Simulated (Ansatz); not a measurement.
Consider the formal exchange of groups at the Al–H bond: `CC(C)[O][AlH][Cl]` + `CCC(C)C(C)C` → `CC(C)[O][Al]([Cl])[CH](C)C` + `CCCC`.

Computed with Ansatz on PBE0-D4/def2-TZVP structures; ΔE is electronic, products minus reactants. CCSD(T)/CBS adds triple-zeta CCSD(T) − MP2 to the extrapolated MP2 energy (def2 sets, frozen cores). Functionals use def2-TZVPP. HSE06 is defined as in plane-wave codes. One conformer a species, not always the lowest.

Task: Is it downhill or uphill in electronic energy at CCSD(T)/CBS, and by how much? (Estimate.)

Result: The calculation gave: Downhill: ΔE = -3.3 kcal/mol.

Task: What do these levels give: LDA (SPW92), r2SCAN-D4, BHLYP-D4, CAM-B3LYP-D4, BLYP, HSE06, CAM-B3LYP, RPA@PBE/def2-TZVPP, HF/def2-TZVPP, CCSD/def2-TZVPP, CCSD(T)/def2-TZVPP, SCS-MP2/def2-QZVPP? (Best estimate.)

Result: The calculation gave: LDA (SPW92) -2.1, r2SCAN-D4 -5.1, BHLYP-D4 -5.0, CAM-B3LYP-D4 -4.4, BLYP -8.1, HSE06 -6.0, CAM-B3LYP -5.2, RPA@PBE/def2-TZVPP -2.5, HF/def2-TZVPP -5.5, CCSD/def2-TZVPP -3.4, CCSD(T)/def2-TZVPP -3.0, SCS-MP2/def2-QZVPP -3.2 kcal/mol.

Largest T1 diagnostic among the species: 0.011.

From PBE to PBE0 (25 % exact exchange), in def2-TZVPP and without D4, ΔE moves by +0.8 kcal/mol. At CCSD(T), def2-SVP lies +1.6 kcal/mol from the extrapolated value and def2-TZVPP +0.3 kcal/mol.
